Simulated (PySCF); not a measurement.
**How methods differ on the excitation energy of Be**

Be [He] 2s2 (1S) → Be [He] 2p2 (3P), as a difference of total energies. Computed with PySCF 2.14 in x2c-QZVPPall (7s4p2d1f, 36 functions), with scalar relativity by spin-free X2C-1e. Correlated levels: valence: 1s2 frozen; valence and next inner shell: nothing frozen. The calculations carry no spin-orbit coupling.

```tsv
method	excitation energy (cm⁻¹)
UHF	51975
LDA	48096
PBE	47894
PBE0	50193
r2SCAN	48808
PW91	47998
HSE06	49989
BHandHLYP	53991
r2SCANh	49569
MP2 (valence)	56915
SCS-MP2 (valence)	59039
MP2 (valence and next inner shell)	56690
SCS-MP2 (valence and next inner shell)	58908
```

Errors of the correlated levels include the incompleteness of this basis and the frozen core.

The basis was made for the ground configuration and has no added diffuse functions, so the excitation energy can come out too high.

For comparison: 59696 cm⁻¹ (measured; NIST levels, between the centres of gravity of the two terms).
